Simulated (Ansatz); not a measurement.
Species: MoH, net charge 0, sextet state. SMILES: [MoH]
Geometry from a B3LYP-D3(BJ)/def2-TZVP (Ansatz, an electronic-structure program) optimisation:
```xyz
2

Mo     0.0000     0.0000    -0.0400
H      0.0000     0.0000     1.6801
```
Charge 0, spin multiplicity 6.

Property: atomisation energy, in kcal/mol. Conventions: no spin-orbit coupling; LANL2DZ with its own core potentials from Na on; def2 sets with scalar-relativistic core potentials past Kr; six Cartesian d functions in 6-31G* and its kin unless marked 5d; UHF or UKS for open shells; valence correlation only (noble-gas shells and the d and f shells of earlier blocks); atomisation electronic, to ground-state atoms. First-principles rows: single points at B3LYP-D3(BJ) geometries (Ansatz). A UHF reference is markedly spin-contaminated in at least one set, which strains HF and MP2. The spin state of an ion or metal species was assumed, not searched.

```
level                              program  atomisation energy (kcal/mol)
---------------------------------  -------  -----------------------------
HF/LANL2DZ                          Ansatz                           23.3
HF/6-31G* with LANL2DZ past Ar      Ansatz                           22.6
SVWN5/6-31G* with LANL2DZ past Ar   Ansatz                           65.5
PBE/LANL2DZ                         Ansatz                           57.0
PBE/def2-SVP                        Ansatz                           57.9
PBE/6-31G* with LANL2DZ past Ar     Ansatz                           56.0
BLYP/6-31G* with LANL2DZ past Ar    Ansatz                           60.6
B3LYP/LANL2DZ                       Ansatz                           58.7
B3LYP/def2-SVP                      Ansatz                           60.2
B3LYP/6-31G* with LANL2DZ past Ar   Ansatz                           57.8
PBE0/6-31G* with LANL2DZ past Ar    Ansatz                           51.7
MP2/LANL2DZ                         Ansatz                           33.9
MP2/6-31G* with LANL2DZ past Ar     Ansatz                           33.3
B3LYP/def2-TZVPD                    Ansatz                           60.5
wB97M-V/def2-TZVPD                  Ansatz                           56.8
```

No value to compare with is used here. The 13 habitual levels span 22.6 (HF/6-31G* with LANL2DZ past Ar) to 65.5 kcal/mol (SVWN5/6-31G* with LANL2DZ past Ar); B3LYP/def2-TZVPD gives 60.5.

The levels are drawn from those run, B3LYP/6-31G* more often than the rest, none by its result; left out are runs that failed, that the program found above a lower state of the same kind, or whose <S^2> lies over 0.5 above the pure value.
